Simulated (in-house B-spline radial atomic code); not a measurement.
Configurations of Te III (Te2+), with energies counted from [Kr] 4d10 5s2 5p2. Computed with a radial B-spline atomic code at the basis-set limit: scalar-relativistic (X2C) PBE0, spin-polarised, spherical fractional occupations, exact exchange averaged over the configuration, Fermi nucleus of rms radius 4.7423 fm. Shells without spins written out take the highest spin.

Occupations are held fixed; configurations that lie above the ionisation limit could autoionise.

```csv
configuration,E - E(ref) (eV),highest orbital,its <r> (bohr)
[Kr] 4d10 5s1 5p2 6f1,31.91,6f up,12.28
[Kr] 4d9 5s2 5p2 6s1,54.573,6s up,4.241
[Kr] 4d9 4f1 5s2 5p2,59.612,4f up,3.456
[Ar] 3d9 4s2 4p6 4d10 5s2 5p2 6s1,588.5,6s up,4.22
```

Question: Order these further configurations by energy, lowest first.
A. [Ar] 3d9 4s2 4p6 4d10 5s2 5p2 6d1
B. [Kr] 4d9 5s2 5p3
C. [Ar] 3d10 4s2 4p5 4d10 5s2 5p2 6s1
D. [Ar] 3d9 4s2 4p6 4d10 5s2 5p2 5d1
E. [Kr] 4d10 5s2 5p1 6s1

Answer: E (12.965 eV), B (39.733 eV), C (130.82 eV), D (587.52 eV), A (595.28 eV).
